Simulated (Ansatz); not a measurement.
CH2InN⁺, that is InH2(CN) with one electron fewer, relaxed as a doublet with UKS PBE-D4/def2-TZVP in Ansatz, starting from the PBE-D4/def2-TZVP geometry of the neutral singlet. Force threshold 0.02 eV/Å.

In the def2 sets In takes a core potential; there is no spin–orbit coupling.

Start:

Cartesian coordinates in Å:
```
In -0.244 -0.167 0.758
H 0.826 -1.187 1.626
H -1.736 0.560 1.190
C 0.403 0.280 -1.242
N 0.751 0.514 -2.332
```

| step | energy (eV) | largest force component (eV/Å) | SCF passes |
| --- | --- | --- | --- |
| 1 | -7719.3292 | 2.102 | 32 |
| 2 | -7719.5192 | 0.571 | 33 |
| 3 | -7719.6033 | 1.867 | 34 |
| 4 | -7719.6664 | 0.474 | 28 |
| 5 | -7719.6705 | 0.105 | 25 |
| 6 | -7719.6707 | 0.016 | 25 |
| 7 | -7719.6707 | 0.025 | 24 |
| 8 | -7719.6709 | 0.042 | 25 |
| 9 | -7719.6725 | 0.089 | 25 |
| 10 | -7719.6884 | 0.199 | 30 |
| 11 | -7719.7288 | 0.142 | 29 |
| 12 | -7719.7557 | 0.200 | 24 |
| 13 | -7719.7672 | 0.584 | 28 |
| 14 | -7719.7839 | 0.421 | 25 |
| 15 | -7719.7894 | 0.350 | 24 |
| 16 | -7719.7916 | 0.063 | 23 |
| 17 | -7719.7918 | 0.031 | 24 |
| 18 | -7719.7920 | 0.009 | 21 |

Force components are those of the run's own axes.

End:

```csv
atom,x (Å),y (Å),z (Å)
In1,0.3217,-0.4493,0.6009
H2,0.4689,-1.1684,2.1006
H3,-1.6517,0.5996,0.9828
C4,0.4068,0.2954,-1.2987
N5,0.4544,0.7227,-2.3857
```

Bonds lost: In1–H3 (atoms count from 1).

The force fell under the threshold at step 6, but the optimiser went on and released 0.121 eV more. No frequencies were taken in this run, so the end may be a saddle point.

Hardware: 4 threads of Arm Neoverse V2 on a shared host. Wall time 16 s.
